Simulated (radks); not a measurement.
Ionisation of the tellurium ion Te44+, [He] 2s2 2p4, to [He] 2s2 2p3 as the strength of local exchange is varied. Calculated with a radial shooting solver on a logarithmic mesh with Libxc functionals: scalar-relativistic Kohn-Sham, Slater X-alpha exchange (alpha = 2/3 is LDA exchange), no correlation, spin-polarised, spherical densities, finite nucleus; open shells are filled with parallel spins first (spin-orbit coupling, left out, can overturn this in heavy ions); Fermi nuclear charge, rms radius 4.7423 fm.

alpha = 0.573: E(Te44+) (hartree) -4582.62658; exchange (hartree) -57.80180; IE (eV) 7518.2; -e of the level emptied (eV) 7412.7 (2p); <r> of it (bohr) 0.1009
alpha = 0.667: E(Te44+) (hartree) -4592.15080; exchange (hartree) -67.37628; IE (eV) 7541.9; -e of the level emptied (eV) 7438.4 (2p); <r> of it (bohr) 0.1008
alpha = 0.743: E(Te44+) (hartree) -4599.86080; exchange (hartree) -75.13635; IE (eV) 7561.1; -e of the level emptied (eV) 7459.2 (2p); <r> of it (bohr) 0.1006
alpha = 0.744: E(Te44+) (hartree) -4599.96231; exchange (hartree) -75.23857; IE (eV) 7561.4; -e of the level emptied (eV) 7459.5 (2p); <r> of it (bohr) 0.1006
alpha = 0.775: E(Te44+) (hartree) -4603.10968; exchange (hartree) -78.40883; IE (eV) 7569.2; -e of the level emptied (eV) 7468.0 (2p); <r> of it (bohr) 0.1006
alpha = 0.803: E(Te44+) (hartree) -4605.95370; exchange (hartree) -81.27473; IE (eV) 7576.3; -e of the level emptied (eV) 7475.7 (2p); <r> of it (bohr) 0.1005

NIST Atomic Spectra Database: 7485 eV (theoretical). The central value is not met in this range of alpha. Open shells are spherical and high-spin; term and fine-structure splittings are not resolved. Spin-orbit splitting is averaged out at the scalar-relativistic level.
